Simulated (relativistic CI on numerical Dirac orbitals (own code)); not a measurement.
A reference radial Dirac CI calculation of Ho²⁺ gave the lowest total energy -12600.62545 Ha in 26 SCF steps, from this input:

```
atom Ho  Z=67  charge=2  electrons=65
nucleus A=165  rms_radius_fm=5.2022
hamiltonian dirac-coulomb  breit=on  qed=on  c_scale=1
orbitals kli  potential=per-configuration
slater_scale 1
correlation none
mixing on
grid step=0.0125 r_max=86.5
scf mixing=0.4 start=green max_iterations=150 tolerance=2e-08 node_fill=0.05
configurations
  [Xe] 4f11
  [Xe] 4f10 6s
end
```

One setting was then changed, and the output read:

```
SCF 1: [Xe] 4f11
 iter      energy (Ha)   residual   last orbital (Ha)
    1    -12968.862592   3.24e+00     -3.34896
    2    -13005.512822   7.53e-01     -1.98823
    3    -13006.884955   3.41e-01     -1.79479
    4    -13007.245963   2.14e-01     -1.74643
    5    -13007.327618   5.36e-02     -1.72227
    6    -13007.316173   2.82e-02     -1.72228
    7    -13007.321555   8.31e-03     -1.73037
    8    -13007.323552   7.05e-04     -1.73084
    9    -13007.323745   2.03e-04     -1.73111
   10    -13007.323736   1.50e-04     -1.73108
   11    -13007.323710   8.96e-06     -1.73103
   12    -13007.323711   4.62e-06     -1.73103
   13    -13007.323712   5.72e-08     -1.73103
   14    -13007.323712   4.48e-08     -1.73103
   15    -13007.323712   2.52e-08     -1.73103
   16    -13007.323712   2.01e-09     -1.73103
SCF 2: [Xe] 4f10 6s
 iter      energy (Ha)   residual   last orbital (Ha)
    1    -12974.131321   2.99e+00     -1.17237
    2    -13005.437154   8.02e-01     -0.84409
    3    -13006.963388   3.13e-01     -0.76674
    4    -13007.296946   2.61e-01     -0.74615
    5    -13007.385561   2.67e-02     -0.73309
    6    -13007.377743   1.88e-02     -0.73023
    7    -13007.380648   6.56e-03     -0.73067
    8    -13007.383059   5.86e-03     -0.73099
    9    -13007.382016   3.09e-05     -0.73074
   10    -13007.382013   1.39e-05     -0.73072
   11    -13007.382013   1.75e-06     -0.73073
   12    -13007.382014   2.08e-07     -0.73073
   13    -13007.382014   3.08e-08     -0.73073
   14    -13007.382014   7.92e-10     -0.73073
orbital energies (Ha): 4p3/2 -11.6759  4d3/2 -6.9046  4d5/2 -6.4892  5s -2.9097  5p1/2 -2.0637  5p3/2 -1.7310  4f5/2 -0.9208  4f7/2 -0.8679
configuration averages (Ha): Dirac-Coulomb, Breit, QED
  4f11                        -13007.323712   19.882531   11.553256
  4f10 6s                     -13007.382014   19.888245   11.554880
levels: no., configuration, term, J, E (cm-1), weight
   1 4f10 6s                6I   17/2             0.0  0.90
   2 4f10 6s                4I   15/2          1865.1  0.66
   3 4f10 6s                6I   15/2          8192.3  0.71
   4 4f10 6s                6I   13/2          9082.3  0.53
   5 4f10 6s                6I   11/2         13445.6  0.70
   6 4f10 6s                4I   13/2         13564.3  0.51
   7 4f10 6s                6I   9/2          16292.9  0.71
   8 4f10 6s                4I   11/2         17075.7  0.56
   9 4f10 6s                6I   7/2          18864.9  0.82
  10 4f10 6s                6F   11/2         20389.0  0.60
  11 4f10 6s                4I   9/2          20604.0  0.65
  12 4f10 6s                4F   9/2          21813.7  0.41
  13 4f10 6s                6S   5/2          23207.4  0.43
  14 4f10 6s                4K   17/2         24275.2  0.65
lowest total energy -12976.216535 Ha
end: converged
```

Which setting was changed?
A. speed of light
B. SCF mixing
C. SCF tolerance
D. grid step

A. The speed of light × 0.8.
